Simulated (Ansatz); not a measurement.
Input file for Ansatz (a first-principles code): R-CCSD(T)/cc-pV(T+d)Z on FH3OSi (SMILES O[SiH2]F), a point of a torsion scan. Files ending in .json are basis or fitting sets from the Basis Set Exchange.

Ansatz 0.2 input:
```yaml
crystal:
  periodic: [false, false, false]
  atoms:
    - {symbol: O, position_ang: [1.14482660, -0.02275797, -0.45344918]}
    - {symbol: Si, position_ang: [-0.38365377, -0.10893312, 0.06265053]}
    - {symbol: F, position_ang: [-1.22991721, 0.36416650, -1.20743300]}
    - {symbol: H, position_ang: [1.88753315, 0.16148767, 0.11041926]}
    - {symbol: H, position_ang: [-0.66667851, 0.84416888, 1.12147260]}
    - {symbol: H, position_ang: [-0.76650740, -1.48369525, 0.32041547]}
basis:
  gaussian:
    orbitals: cc-pV_T+d_Z.json
magnetization: {spin_polarized: false}
correlation: {method: ccsd_t, electrons: outside_noble_gas}
scf: {lower_state_search: off}
```

It printed:

```
WARN ansatz: RAYON_NUM_THREADS=1 ignored (pool sized by the plan → 1); use --threads N
Functional definition: HF
these checks for a lower state are left out or cut short: stability, starts, cluster_reference, orbital_swaps, neighbouring_geometries, increment
integrals: 0.29 GiB planned
835 factors; integrals over basis functions are off by at most 1.0e-3 eV
mean field: 0.32 GiB planned
mean field evaluation 1: about -12655.2403 eV, gradient 4.1e1 eV
mean field evaluation 2: about -12655.3508 eV, gradient 4.2e1 eV
mean field evaluation 4: about -12658.3187 eV, gradient 2.2e0 eV
mean field evaluation 8: about -12658.3436 eV, gradient 1.3e-1 eV
mean field -12658.34365096 eV, -465.1855490392 hartree, gradient 2.4e-6 eV, S^2 0.000000; 0 other end points of the search recorded, 0 dependent functions left out
7 core orbitals not correlated
reference -12658.34365096 eV, -465.1855490392 hartree; 10, 10 occupied and 124, 124 virtual orbitals, 835 factors
second order -16.81413809 eV of doubles, -0.00000000 eV of singles
coupled cluster: 0.81 GiB planned
cycle   1  -16.82479336 eV  change   -1.1e-2 eV  update   8.1e-2
cycle   2  -17.18308808 eV  change   -3.6e-1 eV  update   2.3e-2
cycle   3  -17.26670780 eV  change   -8.4e-2 eV  update   1.1e-2
cycle   4  -17.25404778 eV  change    1.3e-2 eV  update   2.2e-3
cycle   5  -17.25345892 eV  change    5.9e-4 eV  update   1.0e-3
cycle   6  -17.25411996 eV  change   -6.6e-4 eV  update   3.0e-4
cycle   7  -17.25398562 eV  change    1.3e-4 eV  update   1.1e-4
cycle   8  -17.25393372 eV  change    5.2e-5 eV  update   3.2e-5
cycle   9  -17.25394127 eV  change   -7.6e-6 eV  update   1.2e-5
perturbative correction -0.51372061 eV, -0.0188788843 hartree
Total energy: -12676.11131284 eV, -465.8384985700 hartree
Checks for a lower state left out: stability, starts, cluster_reference, orbital_swaps, neighbouring_geometries, increment
```

The calculation finished and met its thresholds.

Cost: about 12 core-seconds (a rough figure).
